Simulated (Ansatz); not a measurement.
Ansatz (a first-principles code) input:

Ansatz 0.2 input:
```yaml
crystal:
  periodic: [false, false, false]
  atoms:
    - {symbol: Si, position_ang: [-0.02582869, -0.13793451, 0.08542604]}
    - {symbol: O, position_ang: [-0.27133170, -1.44900926, 0.89740510]}
    - {symbol: N, position_ang: [-1.48841484, 0.70531776, -0.50142661]}
    - {symbol: N, position_ang: [0.84318350, 1.16530060, 0.94625399]}
    - {symbol: N, position_ang: [0.93713549, -0.31174475, -1.41027402]}
    - {symbol: H, position_ang: [-2.31721530, 0.14489133, -0.34381413]}
    - {symbol: H, position_ang: [-1.61619756, 1.59323093, -0.03259443]}
    - {symbol: H, position_ang: [1.76137833, 1.32158452, 0.55000225]}
    - {symbol: H, position_ang: [0.95880131, 0.93739008, 1.92631469]}
    - {symbol: H, position_ang: [0.37387322, -0.14287968, -2.23413204]}
    - {symbol: H, position_ang: [1.32828609, -1.24317529, -1.48285525]}
basis:
  gaussian:
    orbitals: def2-TZVPD
hamiltonian:
  xc: {name: r2SCANh}
total_charge: -1
output: {forces: true}
```

Q: What final total energy does it print?

A: -532.71119 Eh (r2SCANh/def2-TZVPD). The basis has 248 functions. The run takes around 24 core-seconds (rough).

It need not be the lowest isomer of its formula. Whether it binds its extra electron was not tested at this geometry.
